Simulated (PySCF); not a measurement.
Input of a run (PBE0-D3(BJ)/def2-SVP geometry optimisation, gas phase (PySCF 2.14.0)), started from GFN2-xTB:
```
{"job": {"xc": "PBE0", "basis": "def2-SVP", "d3": "d3bj", "grid": 1, "kind": "geom"}, "charge": 0, "multiplicity": 1}
C      3.333635    -0.727537    -0.345312
C      2.188836    -0.276348     0.162358
C      0.897257    -0.654385    -0.346090
C     -0.269115    -0.206659     0.161179
O     -0.292762     0.628063     1.259772
C     -0.611980     1.973312     0.965288
C     -1.568436    -0.632654    -0.371216
C     -2.725793    -0.476923     0.288038
C     -1.575197    -1.244996    -1.651162
N     -1.607120    -1.730893    -2.688523
H      3.349478    -1.414156    -1.175754
H      4.288037    -0.426097     0.049734
H      2.189031     0.406363     1.001241
H      0.871940    -1.350917    -1.172798
H     -0.677442     2.486453     1.923091
H      0.173902     2.434677     0.356532
H     -1.566512     2.062004     0.435812
H     -3.661473    -0.807786    -0.128218
H     -2.746091    -0.032271     1.268567
```

Output (energies in Eh, forces in Eh/bohr):
```
step   0  E = -439.32600537  max force = 0.030279
step   1  E = -439.32864500  max force = 0.004552
step   2  E = -439.32888439  max force = 0.001246
step   3  E = -439.32893114  max force = 0.001386
step   4  E = -439.32898787  max force = 0.000874
step   5  E = -439.32899194  max force = 0.001013
step   6  E = -439.32900617  max force = 0.000274
optimisation converged
```

Q: Summarise the run.

A: The energy falls by 0.082 eV over 7 energy and gradient evaluations, the largest force component goes from 0.0303 to 2.7e-04 Eh/bohr, and the atoms move by 0.138 Å rms after alignment. The bond that changes most is C4–O5 (vinylic carbon bearing oxygen to ether oxygen), which shortens by 0.019 Å. Bonds longer at the end by more than 0.005 Å: 14 of 18; shorter: 1. Among the dihedrals that turn most is C3–C4–O5–C6, from 106° to 95°. The energy never rose by more than 1e-6 Eh on the way. The first step brought 88 % of the lowering.

Q: What are the final bond lengths?

A: C1=C2 1.343 Å, C2–C3 1.445 Å, C3=C4 1.353 Å, C4–O5 1.361 Å, O5–C6 1.413 Å, C4–C7 1.472 Å, C7=C8 1.348 Å, C7–C9 1.436 Å, C9≡N10 1.159 Å, C1–H11 1.094 Å, C1–H12 1.092 Å, C2–H13 1.095 Å, C3–H14 1.094 Å, C6–H15 1.098 Å, C6–H16 1.103 Å, C6–H17 1.104 Å, C8–H18 1.091 Å, C8–H19 1.091 Å. Numbering counts from 1 in the input's order; the species is `C=C/C=C(\OC)C(=C)C#N`.

The run used 185 basis functions and 55 SCF cycles in all. Cost: about 4 min of CPU time on one thread; the machine was shared, so the figure is rough.

Whether it is a minimum is left open (no frequencies). The numbers are those of one conformer.
